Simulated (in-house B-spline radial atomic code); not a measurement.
# RPA and G0W0 on B3LYP (VWN-RPA): Tb⁴⁺

Configuration [Xe] 4f7, highest spin, mean-field start B3LYP (VWN-RPA). Computed with an all-electron radial atomic-structure program (B-spline basis): all electrons, scalar-relativistic (spin-free one-electron X2C), finite nucleus, each spin shell either full or empty, empty states to l = 9 with an (l + 1/2)⁻⁴ tail; G0W0 by contour deformation at full frequency.

Without the two-electron picture change, the correlation of inner shells comes somewhat too large for so heavy an element.

Command:
```bash
python run_gw.py task.json out
```
Settings (radii: box in bohr, nucleus in fm):
```
Z                        65
electrons                61
configuration            [Xe] 4f7
hamiltonian              x2c
method                   b3lyp
lmax                     9
rms_radius               5.06
spin_polarised           True
box_radius               11.96
intervals                67
```

Run time, properties included: 10 s on 1 thread of Arm Neoverse N1, on a shared host.

Energies (hartree):

```
                                     term         value
                         mean-field total  -11705.84779
Hartree-Fock functional on these orbitals  -11701.68802
                      direct second order       -5.9184
                    second-order exchange        1.5697
                         SOSEX correction        1.4639
```

**Question.** What is the RPA correlation energy, and what remains with SOSEX?

**Answer.** RPA gives -5.1757 hartree (-2.31 eV per electron); RPA + SOSEX gives -3.7118, and the second-order doubles -4.3487 hartree (no singles). RPA lacks exchange-type terms and so overcorrelates at short range.

Quasi-particle levels (eV):

| level | occupied | mean field | Σx - vxc | Σc | QP weight | G0W0 |
| --- | --- | --- | --- | --- | --- | --- |
| 4f up | yes | -59.43 | -11.27 | ? | ? | ? |
| 5p down | yes | -68.53 | -4.93 | -1.02 | 0.948 | -74.48 |
| 5p up | yes | -70.87 | -5.91 | -0.04 | 0.882 | -76.81 |
| 4f down | no | -47.00 | 15.90 | -9.03 | 0.924 | -40.13 |

G0W0 = mean field + (Σx - vxc) + Σc, with Σc (partial-wave tail included) taken at the quasi-particle energy. Only the outer levels were computed. Levels of low weight are left out.

**Question.** Where does G0W0 put 4f up?

**Answer.** At -67.49 eV, with Σc = 3.21 eV and a quasi-particle weight of 0.921.
